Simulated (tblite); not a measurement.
Species: C7H8F (doublet state).
Cartesian coordinates in Å at the GFN2-xTB level; atoms count from 1:
```xyz
16
C7H8F angstrom
F      2.3763   -1.8508    0.0375
C      1.3275   -0.9811   -0.0676
C      0.1280   -1.5451   -0.3540
C     -1.1301   -0.7812   -0.5662
C     -1.3566    0.3024    0.5006
C     -0.4913    1.5010    0.3097
C      0.8538    1.4818    0.1261
C      1.6989    0.3640    0.0628
H      0.0963   -2.6188   -0.4600
H     -1.9720   -1.4754   -0.5553
H     -1.1107   -0.3042   -1.5523
H     -1.1603   -0.1359    1.4852
H     -2.4042    0.6080    0.4800
H     -0.9826    2.4619    0.3619
H      1.3553    2.4402    0.0720
H      2.7641    0.5421    0.1082
```

Level: GFN2-xTB in tblite, geometry and Hessian alike; calculated harmonic values, unscaled, isolated species. Errors from tens to a few hundred cm⁻¹ against measured bands are possible. One conformer, not necessarily the lowest. Open shells enter through the occupations alone, without spin polarisation, and single modes of such species can be off by tens of per cent.

Harmonic wavenumbers (cm⁻¹): 115.7, 144.6, 261.2, 329.7, 350.9, 419.6, 439.0, 511.0, 571.9, 691.6, 719.8, 733.2, 799.5, 829.6, 908.9, 930.7, 933.7, 1001.8, 1028.7, 1106.3, 1135.1, 1149.9, 1176.4, 1225.8, 1259.3, 1286.3, 1309.8, 1342.3, 1381.8, 1417.4, 1461.2, 1463.1, 1521.7, 1590.0, 2920.3, 2931.8, 2981.1, 2989.9, 3049.5, 3074.3, 3086.0, 3095.8.

A = 3481, B = 1851, C = 1277 MHz; mass 111.061 u (most abundant isotopes); point group C1, symmetry number 1; spin multiplicity 2.

**Question.** What is the zero-point energy?

**Answer.** ½Σν̃ = 27838 cm⁻¹ = 79.59 kcal/mol.

**Question.** Give the ideal-gas entropy at 298.15 K and 1 bar in the rigid-rotor, harmonic-oscillator model (classical rotation).

**Answer.** Translation 40.06, rotation 28.06, vibration 15.10, spin (R ln 2) 1.38: S = 84.6 cal/(mol K).

**Question.** And Cp and H(298.15 K) − H(0)?

**Answer.** Cp = 29.92 cal/(mol K), of which vibrations give 21.97 (their classical limit is 42 R = 83.5); H(298.15 K) − H(0) = 5.13 kcal/mol without the zero-point energy, 2.76 from vibrations.

**Question.** What must be added to the electronic energy to get the Gibbs energy at 298.15 K and 1 bar?

**Answer.** ZPE + [H(298.15 K) − H(0)] − T·S = 79.59 + 5.13 − 25.22 = 59.50 kcal/mol.

**Question.** Blend soft modes into free rotors: weight 1/[1 + (100 cm⁻¹/ν̃)⁴] for the oscillator and the rest for a rotor with moment μB/(μ + B), μ = h/(8π²ν), B = 10⁻⁴⁴ kg m². What vibrational entropy results?

**Answer.** 14.91 cal/(mol K) in place of 15.10, which changes −T·S at 298.15 K by +0.06 kcal/mol.

**Question.** Which modes carry the vibrational entropy at 298.15 K?

**Answer.** 115.7 cm⁻¹: 3.17; 144.6 cm⁻¹: 2.74; 261.2 cm⁻¹: 1.65; 329.7 cm⁻¹: 1.26; 350.9 cm⁻¹: 1.16; 419.6 cm⁻¹: 0.89 cal/(mol K); the other 36 give 4.22 together.

Hindered rotation and anharmonicity are outside this model. Other conformers, if any are populated, would add a mixing term that is left out. The structure is chiral; the term R ln 2 for an equal mix with its mirror image is left out.
